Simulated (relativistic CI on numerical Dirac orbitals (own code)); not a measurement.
Nb⁴⁺: resonant inelastic scattering at the L2,3 edge

Computed with this model: Dirac-Coulomb-Breit CI, separate exchange-only KLI orbitals for each configuration, model QED (radiative potential, 1s self-energy scaled to tabulated hydrogen-like ionisation energies), valence Slater integrals scaled by 0.9, Kramers-Heisenberg scattering through one core-hole configuration in a parametric crystal field; configurations [Kr] 4d → [He] 2s2 2p5 3s2 3p6 3d10 4s2 4p6 4d2; 10 K; core-hole width 2.4 eV; summed over polarisations. Incident energies are the highest absorption maxima for each field (at most a few, so the weaker spin-orbit partner edge can be absent), on the computed scale of the free ion. Intensities are in per cent of the strongest line above 0.02 eV; levels within 1 cm⁻¹ are merged; final levels count from the ground level, the first row holds all elastic scattering, lines under 0.4 are left out and each table stops after 24 rows. The scale of the Slater integrals is a model choice and moves the terms in proportion.

Field parameters in Wybourne normalisation: D3d B²₀ = −7Dσ, B⁴₀ = −14Dq − 21Dτ, B⁴₃ = −14√(10/7) Dq; Td as Oh with Dq negative (B⁴₀ = 21Dq, B⁴₄ = √(5/14) B⁴₀). The field is a parameter set, without covalency, and values of 10Dq over about 45,000 cm⁻¹ lie beyond real compounds.

S is read from ⟨S²⟩ = S(S + 1).

D3d, 10Dq = 30950, Dσ = 1150, Dτ = 500 cm⁻¹:

| Final level (eV) | Degeneracy | Irrep | S | 2375.3 eV | 2378.9 eV | 2469.3 eV |
| --- | --- | --- | --- | --- | --- | --- |
| 0.000 | 2 | Γ4 | 0.50 | 1468.1 | 1758.2 | 405.2 |
| 0.802 | 2 | Γ5+Γ6 | 0.50 | 60.2 | 55.7 | 82.0 |
| 0.891 | 2 | Γ4 | 0.50 | 88.1 | 62.9 | 21.0 |
| 4.647 | 2 | Γ5+Γ6 | 0.50 | 12.0 | 100.0 | 6.5 |
| 4.650 | 2 | Γ4 | 0.50 | 12.1 | 88.9 | 5.2 |

D3d, 10Dq = 55600, Dσ = 610, Dτ = -270 cm⁻¹:

```
Final level (eV)  Degeneracy  Irrep     S  2374.2 eV  2381 eV  2467.7 eV
           0.000           2     Γ4  0.50      884.5    994.4      191.7
           0.006           2  Γ5+Γ6  0.50       42.2     28.4       75.1
           0.134           2     Γ4  0.50      100.0     26.9       15.2
           6.818           2  Γ5+Γ6  0.50        2.5     68.3        2.0
           6.824           2     Γ4  0.50        2.3     65.8        1.5
```

Td, 10Dq = -5450 cm⁻¹:

| Final level (eV) | Degeneracy | Irrep | S | 2377.5 eV | 2471 eV |
| --- | --- | --- | --- | --- | --- |
| 0.000 | 4 | Γ8 | 0.50 | 1605.9 | 290.6 |
| 0.667 | 4 | Γ8 | 0.50 | 100.0 | 53.8 |
| 0.779 | 2 | Γ7 | 0.50 | 43.5 | 4.8 |

For the first field the strongest loss at the lowest incident energy is the level at 0.89 eV (S = 0.50, against 0.50 in the thermal ground state).
